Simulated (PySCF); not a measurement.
Compound: C3H5F2Si (doublet state).
Structure used (GFN2-xTB), in Å, numbered top down from 1:
```
atom  x, y, z in Å
F1     2.4347   -0.2442   -1.1897
C2     1.8093    0.1421   -0.0478
F3     1.1914    1.3415   -0.3652
C4     0.8666   -0.8697    0.4178
C5    -0.4101   -0.9993    0.4830
Si6   -1.6805    0.3332   -0.1373
H7     2.5880    0.3787    0.6962
H8    -0.8671   -1.8871    0.8927
H9    -1.5507    1.4924    0.7396
H10   -1.3934    0.6343   -1.5339
H11   -2.9827   -0.3193    0.0185
```

The hyperfine couplings belong to this conformer and change with its torsions.

As a line formula: `FC(F)/[C]=C\[SiH3]` [radical].

Method used: PySCF, UKS B3LYP, pcH-1 on C F H Si, non-relativistic, mean-field spin-orbit, GIAO. Isolated species at its GFN2-xTB geometry (one conformer only). A GFN2-xTB geometry isn't a minimum of the functional, and hyperfine couplings can be far from their values at a DFT geometry. The SCF solution wasn't tested for stability.

**Question.** The isotropic 13C couplings are +295.2, +78.6, -28.8 MHz. Assign them to C2; C4; C5.

**Answer.** 
```
site  a_iso (MHz)  ρ(0) (bohr⁻³)                 position  distance from C4 (Å)  spin population  largest |T| (MHz)
  C2        +78.6        +0.0699           1 bond from C4                  1.46             0.00               10.3
  C4       +295.2        +0.2627  largest spin population                  0.00            +0.91              130.8
  C5        -28.8        -0.0256           1 bond from C4                  1.28            -0.13               19.4
```

**Question.** Match the computed a_iso(1H) values +140.2, +10.0, +1.9 MHz (means over equivalent nuclei) with the sites H7; H8; H9/H10/H11.

**Answer.** 
```csv
site,a_iso (MHz),ρ(0) (bohr⁻³),position,distance from C4 (Å),bound to,spin population there,largest |T| (MHz)
H7,+10.0,+0.0022,2 bonds from C4,2.14,C2,0.00,11.8
H8,+140.2,+0.0314,"2 bonds from C4, on C5 of spin population -0.13",2.07,C5,-0.13,12.4
H9/H10/H11,+1.9,+0.0004,"3 bonds from C4, on Si6 of spin population +0.11",3.55,Si6,+0.11,3.3
```

ρ(0) is the spin density at the nucleus and T the dipolar tensor; a_iso includes a spin–orbit part; entries for several nuclei are means. The Mulliken spin populations are largest on C4 (+0.91), C5 (-0.13) and Si6 (+0.11). C4 is the only atom above +0.15.

Means are taken over nuclei equivalent by connectivity, which assumes that they swap fast. The three 1H nuclei of mean +1.9 MHz run from -4.3 to 12.1 MHz in the frozen geometry. The 19F value of +88.6 MHz is a mean of couplings from 6.5 to 170.8 MHz in this one geometry, not an average over conformers.
